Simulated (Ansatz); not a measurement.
`C[SiH]N=C=O`• → 2 C• + 4 H• + N• + O• + Si•  (atomization)

Calculated with Ansatz (gas phase, PBE0-D4/def2-TZVP geometries, no zero-point term in ΔE). CCSD(T)/CBS adds triple-zeta CCSD(T) − MP2 to the extrapolated MP2 energy (def2 sets, frozen cores). This one scheme is used for every species, atoms too. Functionals use def2-TZVPP. B3LYP here is the variant with VWN-RPA as its local correlation; programs differ in this. HSE06 is defined as in plane-wave codes. Open shells (•) are unrestricted, without spin–orbit coupling. Spin–orbit coupling would lower the free atoms: a little for C, O, Si. Each species was taken in one conformer, which may not be the lowest.

`C[SiH]N=C=O`•:

```xyz
9

C    -1.472    0.341   -0.435
Si    0.268    0.902   -0.063
N     1.238   -0.462    0.312
C     2.137   -1.248    0.294
O     2.997   -2.035    0.301
H    -1.884   -0.202    0.421
H    -1.494   -0.316   -1.306
H    -2.109    1.204   -0.637
H     0.317    1.817    1.112
```

```tsv
level	ΔE (kJ/mol)	difference from CCSD(T)/CBS
BLYP-D4	3718.7	72.6
B3LYP-D4	3686.8	40.7
r2SCANh-D4	3664.1	18.0
HSE06-D4	3700.0	53.9
CAM-B3LYP-D4	3692.6	46.5
ωB97X-V	3680.4	34.3
PBE-QIDH	3643.7	-2.4
PBE	3792.1	146.0
PBE0	3681.5	35.4
r2SCANh	3659.5	13.4
BHLYP	3507.4	-138.7
LC-ωPBE	3676.8	30.7
CCSD(T)/def2-TZVPP	3539.5	-106.6
SCS-MP2/def2-QZVPP	3690.0	43.9
MP2/CBS(def2)	3756.5	110.4
CCSD/CBS(def2)	3571.3	-74.8
CCSD(T)/CBS	3646.1	0
```

Largest T1 diagnostic among the species: 0.016.

At CCSD(T), def2-SVP lies −209.3 kJ/mol from the extrapolated value and def2-TZVPP −106.6 kJ/mol: correlation converges slowly with the basis, and small sets miss more of it in the bonded molecule than in its fragments. From PBE to PBE0 (25 % exact exchange), in def2-TZVPP and without D4, ΔE moves by −110.6 kJ/mol: exact exchange takes away binding that semilocal exchange gives to molecules. In def2-TZVPP, CCSD(T) changes the Hartree–Fock value by +977.5 kJ/mol (the triples alone add +74.8 kJ/mol) and MP2 by +1088.0 kJ/mol; breaking electron pairs costs correlation energy, which Hartree–Fock lacks.

For atomizations the MP2-based limit and the directly extrapolated one differ by several kJ/mol either way, and by 10 to 25 for some Ge, Se and Sn compounds, so smaller differences from it don't rank the levels.
